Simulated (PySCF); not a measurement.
**Spinor energies of Hg (mercury, neutral)**

Start: [Xe] 4f14 5d10 6s2. Calculated with PySCF 2.14 in x2c-SVPall-2c with one added diffuse shell each of s, p, d type (8s11p10d2f, 105 functions): generalised Hartree-Fock with the X2C-1e Hamiltonian and a Gaussian nucleus; spin-orbit coupling (SO) screened by Boettger's factors. This is a chosen level, not necessarily the ground level.

```tsv
spinor shell	electrons	ε, screened SO (eV)	weight of nominal j (screened SO)	rms radius, screened SO (bohr)
1s1/2	2	-83532.6	1.000	0.0187
2s1/2	2	-14954.8	1.000	0.0756
2p1/2	2	-14325.1	1.000	0.0639
2p3/2	4	-12371.6	1.000	0.0720
3s1/2	2	-3618.2	1.000	0.193
3p1/2	2	-3335.5	1.000	0.184
3p3/2	4	-2896.2	1.000	0.201
3d3/2	4	-2432.3	1.000	0.177
3d5/2	6	-2339.7	1.000	0.180
4s1/2	2	-833.14	1.000	0.424
4p1/2	2	-710.56	1.000	0.429
4p3/2	4	-603.24	1.000	0.463
4d3/2	4	-402.45	1.000	0.476
4d5/2	6	-382.32	1.000	0.486
5s1/2	2	-138.85	1.000	0.970
4f5/2	6	-121.63	1.000	0.526
4f7/2	8	-117.49	1.000	0.528
5p1/2	2	-95.587	1.000	1.09
5p3/2	4	-77.421	1.000	1.14
5d3/2	4	-17.859	1.000	1.56
5d5/2	6	-15.685	1.000	1.63
6s1/2	2	-8.957	1.000	3.06
```

```tsv
quantity	screened SO
E (hartree)	-19638.41149
M_J	0
⟨J²⟩	0.000
⟨L²⟩	0.154
⟨S²⟩	0.154
```

Breit and QED terms are absent; they matter most for the inner s and p1/2 levels.

Densities and radii are taken from the X2C orbitals without a picture-change correction, which distorts them close to the nucleus.
